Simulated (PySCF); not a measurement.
Computed shifts of a molecule C₂H₇BOS, PySCF with PBE/pcSseg-1, GIAO, gas phase, atoms alike by connectivity averaged where their shifts nearly agree, in ppm (number of nuclei): ¹³C: 59.2 (1), 10.4 (1). ¹H: 4.13 (3), 2.12 (1), 0.87 (3). References: ¹¹B against BF3 (σ = 83.9 ppm); ¹³C against TMS (σ = 182.0 ppm); ¹H against TMS (σ = 31.49 ppm); ¹⁷O against H2O (σ = 334.3 ppm); ³³S against H2S (σ = 706.5 ppm), references at their B3LYP-D3(BJ)/def2-TZVP geometries, non-relativistic. Geometry: B3LYP-D3(BJ)/def2-SVP. One conformer was computed; it need not be the lowest.

Question: Pick the molecule that these values belong to.
A) COB(C)S
B) COBSC
C) CSB(C)O

Answer: A, COB(C)S
